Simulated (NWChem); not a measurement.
Isomers of C2H4FNSi, each optimised at PBE0/def2-SVP with NWChem, gas phase unless a solvent is named. Flexible species stand in one conformer each, which need not be the lowest. Pople sets run with spherical d functions. Relative energies count from the lowest isomer at each level and are electronic, without zero-point energy, on those geometries. Shieldings are non-relativistic GIAO values without spin-orbit effects.

A: F[C@@H]1N=C[SiH2]1
B: F[Si@H]1C=NC1
C: C#C[Si@@H](N)F
D: F[C@@H]([SiH3])C#N

```csv
quantity,A,B,C,D
"relative energy, B3LYP/def2-SVP (kcal/mol)",65.7,19.4,0.0,47.8
"relative energy, TPSSh/def2-SVP (kcal/mol)",58.3,13.5,0.0,43.2
"highest harmonic frequency (cm⁻¹), PBE0/def2-SVP",3164,3171,3728,3073
"SMD solvation free energy in water, PBE0/def2-SVP (kcal/mol)",-2.2,-1.7,-2.0,-1.1
"29Si shift against tetramethylsilane, B3LYP/6-31G* (ppm)",11.2,5.9,-31.0,-27.3
```
